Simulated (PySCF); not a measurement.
Computed shifts of a molecule C4H11B, PBE/pcSseg-1 in PySCF, GIAO, gas phase, equivalent atoms averaged, in ppm (number of nuclei): ¹³C: 31.3 (1), 18.8 (1), 14.8 (1), 13.6 (1). ¹H: 1.90 (1), 1.61 (1), 1.34 (3), 1.21 (6). References: ¹¹B against BF3 (σ = 83.9 ppm); ¹³C against TMS (σ = 182.0 ppm); ¹H against TMS (σ = 31.49 ppm), references at their B3LYP-D3(BJ)/def2-TZVP geometries, non-relativistic. Geometry optimised at B3LYP-D3(BJ)/def2-SVP. The values are those of a single conformer.

Q: Pick the molecule that these values belong to.
A. CBCCC
B. CBC(C)C
C. BC(C)(C)C
D. CCB(C)C

A: D, CCB(C)C
